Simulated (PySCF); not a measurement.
H2SeZn, SMILES [SeH][ZnH]. Heavy atoms are numbered as in [ZnH:1][SeH:3]. Hydrogens are named by the atom that carries them.

Coordinates come from a PBE0-D3(BJ)/def2-TZVP optimisation.

Calculation: CAM-B3LYP/def2-TZVPD (PySCF).

ESP charges are fitted to the potential on shells at 1.4 to 2.0 van der Waals radii. Atomic charges (e), one atom of each kind:

```json
[
 {"atom": "Zn1 (ZnH)", "ESP fit": "0.56", "meta-Löwdin": "(withheld)"},
 {"atom": "H on Zn1", "ESP fit": "-0.26", "meta-Löwdin": "(withheld)"},
 {"atom": "Se3 (SeH)", "ESP fit": "-0.39", "meta-Löwdin": "(withheld)"},
 {"atom": "H on Se3", "ESP fit": "0.09", "meta-Löwdin": "(withheld)"}
]
```

Task: What belongs in the gaps? (Estimate from the structure and the level; the computed values follow.)

Result: 
- Zn1 (ZnH), meta-Löwdin: 0.98
- H on Zn1, meta-Löwdin: -0.39
- Se3 (SeH), meta-Löwdin: -0.65
- H on Se3, meta-Löwdin: 0.06
